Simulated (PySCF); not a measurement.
Compound: C4H8NS2Si (charge +1).
Atom-mapped SMILES: `[CH3:1][n+:2]1[cH:3][s:4][cH:5][c:6]1[S:7][SiH3:8]` (hydrogens: H9, H10, H11 on C1; H12 on C3; H13 on C5; H14, H15, H16 on Si8)

The geometry is computed with GFN2-xTB (gas phase).

List the bond lengths, angles and torsions at this level.

```csv
bond,length (Å)
C1–N2,1.438
N2–C3,1.323
C3–S4,1.682
S4–C5,1.715
C5–C6,1.368
C6–S7,1.730
S7–Si8,2.214
N2–C6,1.379
"C1–H9, C1–H10, C1–H11",1.090
C3–H12,1.074
C5–H13,1.070
"Si8–H14, Si8–H16",1.457
Si8–H15,1.448
```

Bonds in one row agree within 0.01 Å and their mean is given. A selection of angles:
```csv
angle,degrees
N2–C1–H9,109.6
H9–C1–H10,107.7
H9–C1–H11,109.9
C1–N2–C3,124.3
C1–N2–C6,122.3
C3–N2–C6,113.4
N2–C3–S4,113.5
N2–C3–H12,122.9
S4–C3–H12,123.6
C3–S4–C5,90.1
S4–C5–C6,111.6
S4–C5–H13,120.8
C6–C5–H13,127.6
C5–C6–S7,130.3
N2–C6–C5,111.3
N2–C6–S7,118.4
C6–S7–Si8,105.8
S7–Si8–H14,103.1
S7–Si8–H15,99.3
H14–Si8–H15,117.1
H14–Si8–H16,113.6
```

Torsions: C5–C6–S7–Si8 0° (synperiplanar).

The 8 heavy atoms lie in one plane (0.002 Å rms). N2 (three-coordinate ring nitrogen) is planar (angles 124.3°, 122.3° and 113.4°, sum 360.0°, 0.00 Å off the plane of its three neighbours). Of the pairs four or more bonds apart, Si8···H13 is among the closest relative to their van der Waals radii: 2.99 Å, 91 % of the sum of Bondi's values. C5 (aromatic CH next to a ring sulfur) is planar (angles 127.6°, 120.8° and 111.6°, sum 360.0°, 0.00 Å off the plane of its three neighbours). C6 (substituted aromatic carbon) is planar (angles 130.3°, 118.4° and 111.3°, sum 360.0°, 0.00 Å off the plane of its three neighbours). The 5-membered ring N2–C3–S4–C5–C6 has internal angles of 90.1° to 113.5°; it is planar, 0.00 Å rms from its mean plane, widest ring torsion 0°. S4 (ring sulfur) is bent (angle 90.1°).

Point group: Cs (every atom within 0.08 Å of its image). Stationary, but not proved a minimum.

One conformer stands for the species.
